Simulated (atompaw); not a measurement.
**Which setting gave this result? (Fe (Z = 26), PAW (atompaw))**

Base potential:

* Element: iron (Fe)
* Generator: atompaw 4.2.0.5
* Type: PAW
* Functional: PBEsol
* Relativity: scalar-relativistic
* Frozen core: [Ar]
* Valence charge: 8
* Reference configuration: 3d6 4s1.5 4p0.5
* Partial waves: 4s (bound): rc 2.30 bohr; 4s channel at 0.15 Ry: rc 2.30 bohr; 4p (bound): rc 2.30 bohr; 4p channel at 1.75 Ry: rc 2.30 bohr; 3d (bound): rc 1.60 bohr; 3d channel at 2.35 Ry: rc 1.60 bohr
* Local potential: bessel scheme, radius 2.00 bohr
* Core correction: smooth core density matched at 1.65 bohr
* Augmentation charge: besselshape compensation charge, radius 2.15 bohr; PAW radius 2.30 bohr; waves and projectors: custom polynom vanderbiltortho

Cutoffs, loose and tight: the cutoffs (Ry, on a coarse ladder) from which the occupation-weighted sum of valence levels, in a spherical-Bessel basis at the reference potential, stays within 10 and 1 mRy of its value at 400 Ry. They see the waves, projectors and local potential, not the compensation charge or the core.

Only the scale of all radii (base = 1) is moved:

| scale of all radii (base = 1) | cutoff, loose | cutoff, tight | bound ghosts |
| --- | --- | --- | --- |
| 0.78 | 90 Ry | 120 Ry | s, p |
| 0.85 | 80 Ry | 100 Ry | s, p |
| 1 | 50 Ry | 70 Ry | none |
| 1.12 | 40 Ry | 55 Ry | none |
| 1.17 | 30 Ry | 50 Ry | none |
| 1.26 | 25 Ry | 45 Ry | none |

One more run gave cutoff, loose: 60 Ry; cutoff, tight: 90 Ry; bound ghosts: none. Which value of the scale of all radii (base = 1) was used?

0.94. The loose cutoff moves one way along this sweep, from 90 Ry at 0.78 to 25 Ry at 1.26, which places the run between 0.85 and 1.
